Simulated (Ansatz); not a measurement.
Correlation energies of AlBrH3NOSi, SMILES `N[Si]1(Br)[O][AlH]1` by basis set

Cartesian coordinates in Å:
```
N 0.630 -1.374 0.675
Si -0.339 -0.223 -0.097
Br -2.336 -1.218 -0.192
O -0.342 1.292 0.582
Al 0.081 1.808 -1.041
H 1.607 -1.223 0.862
H 0.336 -2.328 0.797
H 0.363 3.266 -1.585
```

Charge 0, multiplicity 1. Correlated methods include outer-core shells of Br, which these sets cover unevenly. Scalar relativity is left out up to krypton. All single points use the PBE0-D4/def2-TZVP geometry. It is one conformer, not always the lowest. Frozen core, restricted reference, Ansatz.

```csv
basis,HF (Eh),MP2 corr.
def2-SVP,-3233.84496,-0.73329
def2-TZVPP,-3234.52777,-0.90904
def2-QZVPP,-3234.60014,-1.27715
```

(1) Estimate the CCSD correlation energy and the (T) correction in each basis where they were run (hartree).

## Answers

(1) 
| basis | CCSD corr. | (T) |
| --- | --- | --- |
| def2-SVP | -0.75843 | -0.02140 |
| def2-TZVPP | -0.93098 | -0.03810 |
